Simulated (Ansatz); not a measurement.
```yaml
crystal:
  periodic: [false, false, false]
  atoms:
    - {symbol: C, position_ang: [1.196482, -0.898884, -1.915237]}
    - {symbol: C, position_ang: [-0.239896, -1.572931, -1.481970]}
    - {symbol: C, position_ang: [-0.893460, -0.876300, -0.300014]}
    - {symbol: C, position_ang: [-0.921196, -1.115495, 0.901360]}
    - {symbol: C, position_ang: [-1.651454, 0.007959, 1.525608]}
    - {symbol: C, position_ang: [-2.130422, 0.825357, 0.573814]}
    - {symbol: C, position_ang: [-1.776577, 0.342319, -0.753822]}
    - {symbol: Sc, position_ang: [0.268882, 1.007005, 0.468739]}
    - {symbol: C, position_ang: [1.946011, 0.450425, 1.829335]}
    - {symbol: O, position_ang: [0.514647, 2.720891, -0.267013]}
    - {symbol: H, position_ang: [1.013109, 0.048995, -2.062602]}
    - {symbol: H, position_ang: [1.626213, -0.825972, -0.961463]}
    - {symbol: H, position_ang: [1.779287, -1.587003, -2.446456]}
    - {symbol: H, position_ang: [-0.778737, -1.516603, -2.638641]}
    - {symbol: H, position_ang: [-0.137472, -2.568679, -1.334130]}
    - {symbol: H, position_ang: [-0.390745, -1.938718, 1.518703]}
    - {symbol: H, position_ang: [-1.762041, 0.034295, 2.737666]}
    - {symbol: H, position_ang: [-2.829029, 1.740218, 0.723330]}
    - {symbol: H, position_ang: [-2.178556, 0.933208, -1.625998]}
    - {symbol: H, position_ang: [2.104814, -0.677754, 1.840981]}
    - {symbol: H, position_ang: [1.530181, 0.754875, 2.827443]}
    - {symbol: H, position_ang: [2.818915, 0.924336, 1.846515]}
    - {symbol: H, position_ang: [0.581247, 3.526207, -0.639953]}
basis:
  gaussian: {orbitals: def2-mTZVP}
hamiltonian: {xc: {name: revPBE}}
```

```sh
$ ansatz run in.yaml --threads 4 --pin off --events-out ev --progress --plain --max-ram 66560MiB --backend cpu
```

Output, abridged:

```
Functional definition: revPBE
2618 factors; their error is unknown
mean field evaluation 1: about -31210.0129 eV, gradient 1.3e2 eV
mean field evaluation 2: about -30792.8845 eV, gradient 4.9e2 eV
mean field evaluation 4: about -31183.4359 eV, gradient 2.0e2 eV
mean field evaluation 8: about -31250.1560 eV, gradient 6.0e-1 eV
mean field -31250.15682621 eV, -1148.4220812460 hartree, gradient 9.2e-6 eV, S^2 0.000000; 0 other end points of the search recorded, 0 dependent functions left out
reference -31250.15690574 eV, -1148.4220841688 hartree; 45, 45 occupied and 203, 203 virtual orbitals, 2618 factors
Total energy: -31250.15690574 eV, -1148.4220841688 hartree
```

Hardware: 4 threads of a server CPU on a shared host. Wall time 15 s, peak host memory 1.4 GiB.
